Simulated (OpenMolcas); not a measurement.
# Cd: effect of the basis set

```yaml
Program: OpenMolcas 26.06
Method: "SS-RASPT2, IPEA 0.25 Eh, imaginary shift 0.1 Eh (closed shells correlated: 4d)"
Active_space: 2 electrons in 9 orbitals (RAS2 5s 5p; RAS3 5d, at most 2 electrons)
State_averaging: 2S+1 = 3 even, 3 roots; 2S+1 = 1 even, 6 roots; 2S+1 = 3 odd, 3 roots; 2S+1 = 1 odd, 3 roots
Spin-orbit_coupling: state interaction with AMFI integrals over the reference wave functions, term energies averaged over their components
```

A. ANO-RCC-VTZP [7s6p4d2f1g], DKH2, point nucleus; CASPT2 step roughly 6 core-seconds
B. ANO-RCC-VQZP [8s7p5d3f2g1h], DKH2, point nucleus; CASPT2 step about 10 core-seconds
C. ANO-RCC [10s8p8d5f4g2h], DKH2, point nucleus; CASPT2 step roughly 40 core-seconds

Energies in cm-1 above 5s2 1S0, the measured ground level; measured values from NIST Handbook of Basic Atomic Spectroscopic Data.

```csv
Level,A,B,C,Measured
5s2 1S0,0.0,0.0,0.0,0.0
5s 5p 3P* 0,28170,28290,30190,30114
5s 5p 3P* 1,28640,28750,30640,30656
5s 5p 3P* 2,29610,29710,31590,31827
5s 5p 1P* 1,43460,42350,43890,43692
```

Deviations, from unrounded energies. A percentage is the sum of absolute deviations over the sum of measured energies, with the sign that they share, or ± where signs differ.

```json
{"Against measurement": "mean absolute deviation (cm-1)", "Levels": "4", "A": "1600", "B": "1800", "C": "130"}
{"Against measurement": "other configurations (%)", "Levels": "4", "A": "-4.7", "B": "-5.3", "C": "±0.4"}
```

C lies closest to measurement on these levels and B furthest from it. The largest miss of C in the table is 5s 5p 3P* 2, by -230 cm-1. The ranking rests on the paired levels alone, and a cruder setting can come out closer through cancelling errors.

Among A to C the level of the table that moves most is 5s 5p 3P* 0, by 2000 cm-1 (lowest in A, highest in C). Moves below CASPT2's spread within the term are not significant.

Active for correlation alone: 5d; no level in the range computed is led by a configuration that fills it, so any true level of that kind is missing (holds for A; B). The run also gave levels led by 5s 5d, which use shells meant for correlation; these and all levels above them are left out (holds for C). Computed and measured levels are paired by configuration, term and J; levels that our copy of the source lacks, or whose pairing is in doubt (as where it misses far off the trend of its configuration), stay unpaired and out of the deviations. Only configurations of the active space appear. Levels that lie high or do not pair safely by name in every column are left out.

* marks odd parity.
